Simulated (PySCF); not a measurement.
# Which determinant of CsBe lies lowest?

Unrestricted PBE0; Cs def2-SVP with ECP46, Be def2-SVP; scalar-relativistic core potentials (PySCF 2.14). Outer shells of the fragments: Cs 6s1; Be 2s2.

Followed along the bond (rough minima from three points):

```tsv
2Ms+1	unpaired	⟨S²⟩ at the start	R at minimum (Å)	Te (eV)
2	σ ↑	0.76	3.80	0.00
2	π ↑	0.75	3.24	0.47
4	σ ↑↑, π ↑	3.75	3.54	1.99
```

Solutions found at the starting distance of 3.165 Å, counted from the lowest of them; the search is not exhaustive and high or unbound solutions are not listed, so other states can lie among these:

```tsv
2Ms+1	unpaired	term	E (eV)	⟨S²⟩	⟨Lz²⟩	μ (D)
2	σ ↑	²Σ⁺	0.00	0.76	0.00	-3.49
2	π ↑	²Π	0.26	0.75	1.00	-9.36
4	σ ↑↑, π ↑	⁴Π	1.85	3.75	1.00	-6.97
4	σ ↑, π ↑↑	⁴Σ⁻	1.92	3.75	0.00	-9.91
2	δ ↑	²Δ	2.07	0.75	4.00	0.82
4	σ ↑↑↑	⁴Σ⁺	2.81	3.75	0.00	2.26
```

A term symbol is given only where ⟨S²⟩ and ⟨Lz²⟩ are close to those of a pure state; real π, δ and φ orbitals otherwise mix terms. A positive dipole means Cs(−)Be(+).

Compare the gap between the two lowest followed solutions at the starting distance with the gap between their minima.

At PBE0 the second solution (doublet, unpaired electrons π ↑) lies +0.26 eV from the first (doublet, unpaired electrons σ ↑) at 3.165 Å and +0.47 eV at the minima; the two curves relax by different amounts, since their minima lie near 3.24 and 3.80 Å.

Spin–orbit coupling is left out. Counting both spins, an empty level lies below a filled one in some of these solutions, because spin and occupation are held.
